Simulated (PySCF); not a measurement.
Ionisation energy of Sc²⁺ by level of theory

Sc²⁺ [Ar] 3d1 (2D) → Sc³⁺ [Ar] (1S), as a difference of total energies. Calculation: PySCF 2.14, in def2-SVP (5s3p2d1f, 31 functions); the non-relativistic Hamiltonian (point nucleus). The calculations carry no spin-orbit coupling.

```csv
method,ionisation energy (eV)
UHF,24.422
LDA,26.044
PBE,26.036
```

These non-relativistic numbers lack the scalar-relativistic shift.

The reference lies between the lowest fine-structure levels, while these numbers refer to the centres of the terms.

For comparison: 24.757 eV (measured; NIST Atomic Spectra Database, ionization energies).
